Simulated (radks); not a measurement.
Polarisability of the gallium ion Ga3+, [Ar] 3d10, at imaginary frequency. All-electron calculation, non-relativistic Kohn-Sham, LDA (Slater exchange, Perdew-Wang correlation), spin-polarised, spherical densities, point nucleus. Program: a radial shooting solver on a logarithmic mesh with Libxc functionals. Response by self-consistent Sternheimer equations with the Hartree and adiabatic LDA kernel.

w (hartree)  alpha1(iw) (bohr^3)  alpha2(iw) (bohr^5)
0.00266                    1.444                2.992
0.0143                     1.444                2.991
0.0360                     1.443                2.987
0.0697                     1.441                2.973
0.118                      1.435                2.940
0.186                      1.421                2.869
0.280                      1.394                2.737
0.413                      1.343                2.519
0.605                      1.253                2.211
0.892                      1.112                1.841
1.35                      0.9188                1.444
2.12                      0.6836                1.038
3.59                      0.4292               0.6379
6.94                      0.1986               0.2880
17.5                     0.04984              0.06704

Static values: alpha1 = 1.444 bohr^3 (0.2140 angstrom^3; uncoupled 1.772), alpha2 = 2.992 bohr^5, alpha3 = 8.234 bohr^7. C6 = 3.226, C8 = 27.28, triple-dipole C9 = 3.131 atomic units. One-pole (London) frequency 4 C6 / (3 alpha1^2) = 2.062 hartree, against 1.956 for minus the highest occupied eigenvalue. The dipole shielding factor is 0.904, as the force sum rule N/Z = 0.903 demands.
